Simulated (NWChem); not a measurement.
System: CrH2S2O2; SMILES [O]=[Cr](=[O])([SH])[SH]

```xyz
7

Cr     0.0000     0.0000     0.3825
O      0.0616    -1.2801     1.2218
O     -0.0616     1.2801     1.2218
S      1.8183    -0.0175    -0.8284
H      1.7320     1.3049    -1.1097
S     -1.8183     0.0175    -0.8284
H     -1.7320    -1.3049    -1.1097
```
Atoms are numbered in this order, from 1.

Computed with NWChem. Geometry: optimised at PBE0/def2-SVP. No frequency run checked for a minimum. B3LYP is NWChem's, with the RPA form of VWN correlation.

For level B3LYP/def2-SVP:

```yaml
highest occupied level (eV): -7.45
orbital gap (eV): 3.26
dipole (D): 2.18
```

Task: How do the values read with level B97-D/def2-SVP instead?

Result: highest occupied level (eV): -6.56
orbital gap (eV): 1.87
dipole (D): 2.04
